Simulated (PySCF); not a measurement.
# Ir2H6: from a saddle point downhill

PySCF 2.14.0, UKS PBE, Ir def2-SVP with ECP60, H def2-SVP; non-relativistic Hamiltonian with scalar-relativistic core potentials where named; density fitting; no spin-orbit coupling. Relaxed within the symmetry of its start, the geometry (D2h) is

```xyz
8

Ir    0.0000    0.0000    1.2957
Ir    0.0000    0.0000   -1.2957
H     1.1725    0.0000    0.0000
H    -1.1725    0.0000    0.0000
H     0.0000    1.4018    2.0752
H     0.0000   -1.4018    2.0752
H     0.0000    1.4018   -2.0752
H     0.0000   -1.4018   -2.0752
```

and its lowest harmonic modes are -899, -600, -478, -271, 195, 261 cm⁻¹ (negative: unstable). It was moved along the lowest mode and relaxed again, within the group C2h that the move left.

(1) Where does it end, and how much lower?

(2) How do the contacts change?

(3) Is the end a minimum?

Open shells may have lower solutions than the one found.

State: triplet.

Answers

(1) In C2h, 1.140 eV lower, after 18 steps:
```xyz
8

Ir    0.0546    0.0000    1.2207
Ir   -0.0546    0.0000   -1.2207
H     1.5899    0.0000    1.3861
H    -1.5899    0.0000   -1.3861
H     0.5236    1.3824    1.8685
H     0.5236   -1.3824    1.8685
H    -0.5236    1.3824   -1.8685
H    -0.5236   -1.3824   -1.8685
```

(2) 
| contact | saddle (Å) | end (Å) |
| --- | --- | --- |
| Ir1–H3 (H) | 1.747 | 1.544 |
| Ir1–H4 (H) | 1.747 | 3.082 |
| Ir1–H5 (H) | 1.604 | 1.597 |
| Ir1–H6 (H) | 1.604 | 1.597 |
| Ir2–H7 (H) | 1.604 | 1.597 |
| Ir2–H8 (H) | 1.604 | 1.597 |
| Ir2–H4 (H) | 1.747 | 1.544 |


(3) No, 2 of the modes stay unstable (below −25 cm⁻¹); lowest modes -189, -96, 141, 248, 297, 321 cm⁻¹.
